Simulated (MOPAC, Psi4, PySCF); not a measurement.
Internal rotation in SMILES COc1ccc(-c2ccco2)s1 (C₉H₈O₂S). Scanned: dihedral C1–O2–C3–S12; all other coordinates were relaxed at GFN2-xTB. Points at φ and −φ are mirror images. Heavy atoms are numbered in the order of the SMILES COc1ccc(-c2ccco2)s1, hydrogens after them in the order of the atoms that carry them; the mirror image has the same energies with the sign of each dihedral reversed.

Levels: PM7, restricted, heats of formation // GFN2-xTB (MOPAC); RKS-BP86/6-31G* = restricted BP86/6-31G*, spherical d, density fitting // GFN2-xTB (PySCF); PBE/def2-SVP // GFN2-xTB (Psi4).

Energies in kcal/mol, each method relative to its own lowest point.

```tsv
φ / °	PM7	RKS-BP86/6-31G*	PBE/def2-SVP
-150	0.8	0.9	1.0
-120	2.1	2.1	2.4
-90	2.9	2.0	2.3
-60	3.1	1.5	1.7
-30	3.2	1.0	0.8
0	3.3	0.8	0.3
30	3.2	1.0	0.8
60	3.1	1.5	1.7
90	2.9	2.0	2.3
120	2.1	2.1	2.4
150	0.8	0.9	1.0
180	0.0	0.0	0.0
```
